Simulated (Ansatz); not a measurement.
This triplet lies within 0.05 eV of the relaxed singlet at the level frozen-core CCSD(T)/aug-cc-pVTZ // PBE-D3(BJ)/def2-SVPD (Ansatz, a program for electronic structure).

Z-matrix (Å, degrees):
```
B
H 1 1.2306
H 1 1.2306 2 126.53
```
Charge -1, spin multiplicity 3.

Level of theory: frozen-core CCSD(T)/aug-cc-pVTZ // PBE-D3(BJ)/def2-SVPD run with Ansatz.

The HF energy comes out as -25.74458 Ha and the MP2 correlation energy is -0.10431 Ha.

### Question
Estimate the CCSD correlation energy, the (T) correction, the total energy and the T1 diagnostic.

### Answer

```yaml
CCSD correlation energy: -0.12313 Ha
"(T) correction": -0.00407 Ha
CCSD(T) total energy: -25.87178 Ha
T1 diagnostic: 0.020
```
